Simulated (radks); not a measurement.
Results of a calculation; reference values are marked as such.
Trend from Sc2+ to Zn2+: ionisation energy by Delta-SCF between NIST ground configurations, and size. Code: a radial shooting solver on a logarithmic mesh with Libxc functionals. Model: non-relativistic Kohn-Sham, TPSS, spin-polarised, spherical densities, point nucleus; open shells are filled with parallel spins first; meta-GGA in the generalised Kohn-Sham scheme.

species  configuration  IE (eV)  NIST (eV)       kind  -e(HOMO) (eV)  r at 0.001 e/bohr^3 (bohr)
Sc2+          [Ar] 3d1   24.993     24.757       exp.    18.184 (3d)                        3.09
Ti2+          [Ar] 3d2   27.526     27.492       exp.    20.325 (3d)                        3.12
V2+           [Ar] 3d3   29.885     29.311       exp.    22.305 (3d)                        3.11
Cr2+          [Ar] 3d4   32.110      30.96       exp.    24.161 (3d)                        3.08
Mn2+          [Ar] 3d5   34.229      33.67       exp.    25.920 (3d)                        3.03
Fe2+          [Ar] 3d6   31.064      30.65       exp.    23.092 (3d)                        3.02
Co2+          [Ar] 3d7   33.567       33.5  semi-emp.    25.194 (3d)                        2.99
Ni2+          [Ar] 3d8   35.934      35.19       exp.    27.187 (3d)                        2.95
Cu2+          [Ar] 3d9   38.195      36.84       exp.    29.091 (3d)                        2.91
Zn2+         [Ar] 3d10   40.369     39.723       exp.    30.922 (3d)                        2.87

Reference values: NIST Atomic Spectra Database (exp. = measured, semi-emp. = semi-empirical, theory = theoretical value adopted there). Open shells are spherical and high-spin; term and fine-structure splittings are not resolved.
